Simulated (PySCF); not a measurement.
# Arsenic: a sound run and one with changed settings

Sound run: As [Ar] 3d10 4s2 4p3, As+ [Ar] 3d10 4s2 4p2. Computed with PySCF 2.14 in def2-SVP (5s4p3d, 32 functions), with no relativity, point nucleus. In the sound run the correlated levels freeze [Ar] 3d10. The sound run starts from symmetry-adapted Hartree-Fock orbitals and uses a fine grid where one is needed.

Changed run: scalar relativity by spin-free X2C-1e. This setting is unsound on purpose.

```json
{"species": "As", "method": "UHF", "sound run (hartree)": "-2233.91692", "changed run (hartree)": "-2253.33604", "converged": "yes"}
{"species": "As", "method": "MN15", "sound run (hartree)": "-2235.83344", "changed run (hartree)": "-2255.24335", "converged": "yes"}
{"species": "As", "method": "M06-2X", "sound run (hartree)": "-2235.55801", "changed run (hartree)": "-2254.97449", "converged": "yes"}
{"species": "As", "method": "MP2", "sound run (hartree)": "-2233.97328", "changed run (hartree)": "-2253.39222", "converged": "yes"}
{"species": "As", "method": "CCSD(T)", "sound run (hartree)": "-2233.98906", "changed run (hartree)": "-2253.40777", "converged": "yes"}
{"species": "As+", "method": "UHF", "sound run (hartree)": "-2233.56916", "changed run (hartree)": "-2252.98903", "converged": "yes"}
{"species": "As+", "method": "MN15", "sound run (hartree)": "-2235.46835", "changed run (hartree)": "-2254.87946", "converged": "yes"}
{"species": "As+", "method": "M06-2X", "sound run (hartree)": "-2235.19651", "changed run (hartree)": "-2254.61429", "converged": "yes"}
{"species": "As+", "method": "MP2", "sound run (hartree)": "-2233.61327", "changed run (hartree)": "-2253.03294", "converged": "yes"}
{"species": "As+", "method": "CCSD(T)", "sound run (hartree)": "-2233.63096", "changed run (hartree)": "-2253.05025", "converged": "yes"}
```

Ionisation energy of As:

```csv
method,sound run (eV),changed run (eV)
UHF,9.463,9.443
MN15,9.935,9.902
M06-2X,9.837,9.802
MP2,9.796,9.776
SCS-MP2,9.676,9.656
CCSD,9.739,9.724
CCSD(T),9.744,9.729
```

Most of the change in total energy is the relativistic energy itself. On top of that the contraction fixes the core shape for the Hamiltonian it was made with, so the changed run is not a good calculation with the other Hamiltonian either.

For comparison, NIST gives 9.789 eV between the lowest levels.
